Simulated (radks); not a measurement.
Values are calculated unless marked as measured or tabulated.
The nuclear charge of the vanadium ion V+ is varied continuously with 22 electrons held in [Ar] 3d4. Level of theory: scalar-relativistic Kohn-Sham, PBEsol, spin-unpolarised, spherical densities, finite nucleus; Fermi nuclear charge, rms radius 3.6002 fm (a radial shooting solver on a logarithmic mesh with Libxc functionals). By the Hellmann-Feynman theorem dE/dZ = E(electron-nucleus)/Z, the electronic potential at the nucleus (averaged over a nucleus of fixed radius). The scalar-relativistic energy here is not variational (the density holds large components alone), so the two differ by a part that grows with Z.

Z	E (hartree)	E(electron-nucleus)/Z (hartree)	HOMO	e(HOMO) (eV)	<r> HOMO (bohr)
22	-852.47589	-92.3320	3d	-1.009	2.390
22.2	-871.06804	-93.4799	3d	-2.042	2.126
22.4	-889.88955	-94.6222	3d	-3.361	1.927
22.6	-908.93933	-95.7589	3d	-4.960	1.772
22.8	-928.21633	-96.8908	3d	-6.829	1.649
23	-947.71967	-98.0186	3d	-8.950	1.547
23.2	-967.44858	-99.1428	3d	-11.308	1.462
23.4	-987.40243	-100.264	3d	-13.886	1.390
23.6	-1007.58073	-101.383	3d	-16.670	1.328
23.8	-1027.98307	-102.500	3d	-19.649	1.273
24	-1048.60913	-103.616	3d	-22.814	1.225

The central difference of E at Z = 23 is -98.081 hartree, to compare with the third column; the second derivative is -5.64 hartree.
